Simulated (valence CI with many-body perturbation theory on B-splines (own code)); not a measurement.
Basis-set convergence for Mn XIII

Calculated by relativistic CI+MBPT: three valence electrons over a frozen Dirac-Fock core [Ne], a basis of 9 s, 9 p, 8 d, 6 f, 3 g, 1 h functions for each j, with the one-electron correlation potential Σ1 (screened to all orders), the two-electron term Σ2, the three-electron term Σ3, Breit, model QED; selected single and double excitations, second order for the rest, scaled by the run's own slope (own B-spline code, finite nucleus).

No measured spectrum was set against this ion. As an estimate, levels of excited configurations hold to 0.05 to 0.15 % of their energy, terms of the ground configuration to about 0.5 %.

The reference run has the lowest level 3s2 3p 2P°_1/2 and an ionisation energy of 343.643 eV. Its largest variational space holds 8595 state functions.

Names give the largest LS component (configuration and term), which can be under half, so a name can repeat, a term be missing and a line seem to break the LS rules; names also repeat where a configuration has a term twice.

Changed runs:
A. basis 6 s, 6 p, 5 d, 3 f, 1 g
B. basis 5 s, 5 p, 4 d, 2 f

Excitation energies of the reference run in cm⁻¹, and shifts in cm⁻¹:

| Level | Reference | A | B |
| --- | --- | --- | --- |
| 3s2 3p 2P°_3/2 | 15313 | -2.1 | -3.8 |
| 3s 3p2 4P_1/2 | 208328 | -98 | -301 |
| 3s 3p2 4P_3/2 | 214451 | -101 | -308 |
| 3s 3p2 4P_5/2 | 222371 | -99 | -302 |
| 3s 3p2 2D_3/2 | 276547 | +31 | +101 |
| 3s 3p2 2D_5/2 | 278155 | +30 | +96 |
| 3s 3p2 2S_1/2 | 339321 | +171 | +530 |
| 3s 3p2 2P_1/2 | 360730 | +124 | +406 |
| 3s 3p2 2P_3/2 | 367786 | +111 | +371 |
| 3s2 3d 2D_3/2 | 440791 | +280 | +915 |
| 3s2 3d 2D_5/2 | 442292 | +279 | +911 |
| 3p3 2D°_3/2 | 534492 | -38 | -169 |
| Ionisation energy (eV) | 343.643 | -0.013 | -0.039 |
